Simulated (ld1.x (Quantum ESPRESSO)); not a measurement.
# Configuration tests for sulfur (TM)

S (Z = 16), norm-conserving Troullier–Martins (Kleinman–Bylander form), made with ld1.x (Quantum ESPRESSO) 7.5 (LDA (PZ), scalar-relativistic). Core [Ne], reference 3s2 3p4. Waves: 3p (bound): rc 1.45 bohr; 3s (bound): rc 1.15 bohr. Local part: the s channel. Core correction: a·sin(br)/r model core inside 1.05 bohr.

Energies are relative to the spin-unpolarised reference configuration 3s2 3p4; without spin polarisation the order of configurations can differ from experiment. Spin-polarised rows fill each open shell by Hund’s rule, majority spin first. The frozen-core shift is the all-electron ΔE with the core orbitals held at their reference shape minus the fully relaxed ΔE.

```csv
valence configuration,charge,ΔE all-electron (eV),error AE − PS (meV),frozen-core shift (meV)
3s2 3p3,+1,11.863,+4.1,+1.4
3s2 3p2,+2,34.236,+29,+11
3s2 3p1,+3,68.394,+101,+43
3s1 3p5,0,10.240,-0.5,+0.3
3s2 3p4.3,-0.3,-1.741,+0.3,-0.1
3s2 3p0,+4,115.377,+249,+127
3s2 3p4 (spin-polarised),0,-0.706,+19,+0.7
3s2 3p3 (spin-polarised),+1,9.898,+59,+3.6
```

**Question.** What are ΔE and the potential's error for 3s2 3p3.5?

**Answer.** ΔE = 4.709 eV all-electron; the error (AE − PS) is +0.6 meV.

Levels in the configuration 3s2 3p3 (spin-polarised):

```json
{"level": "3s up", "all-electron (eV)": "-28.655", "pseudo (eV)": "-28.666"}
{"level": "3p up", "all-electron (eV)": "-17.831", "pseudo (eV)": "-17.839"}
{"level": "3s down", "all-electron (eV)": "-25.719", "pseudo (eV)": "-25.639"}
```

A variational frozen-core shift is positive and of second order in the change. This column holds negative values, so the frozen-core run of ld1.x carries numerical noise or an error of first order here, and the column gives no more than the rough size of the effect.
